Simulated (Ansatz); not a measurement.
Stepwise reaction of `[F][Sn]([F])([I])[I]` with hydrogen, as a gas-phase model of exchange steps in deposition or etching. ΔE in kJ/mol; ΔG adds harmonic PBE0-D4 terms to CCSD(T)/CBS, at 1 bar.

Program: Ansatz. Geometries: PBE0-D4/def2-TZVP. ΔE: electronic, gas phase. CBS: MP2 limit from def2 TZ/QZ plus the TZ coupled-cluster correction, frozen cores. This one scheme is used for every species. Functionals use def2-TZVPP. B3LYP here is the variant with VWN-RPA as its local correlation; programs differ in this. def2 core potentials past Kr. For I, Sn outer-core shells are correlated without core-valence functions, which leaves a few kJ/mol of doubt a bond.

```
step                                               reaction  PBE-D4  B3LYP-D4  ωB97M-V  CCSD(T)/CBS  ΔG(500 K)
   1  `[F][Sn]([F])([I])[I]` + H₂ → `[F][SnH]([F])[I]` + HI    87.7      87.2     79.3         92.0       78.6
   2          `[F][SnH]([F])[I]` + H₂ → `[F][SnH2][F]` + HI    89.2      87.1     82.6         93.9       86.6
```

Problem. By hand: ΔE of the 2 steps together at CCSD(T)/CBS.

Solution. (92.0) + (93.9) = 185.9 kJ/mol, or 93.0 kJ/mol a step.

In ΔE the steps differ by no more than 1.9 kJ/mol. All are uphill at CCSD(T)/CBS. ΔG lies between 78.6 and 86.6 kJ/mol a step. PBE-D4 differs from CCSD(T)/CBS by -4.7 to -4.3 kJ/mol a step. Isolated molecules leave out the surface, adducts and barriers. Largest T1 diagnostic: 0.014.
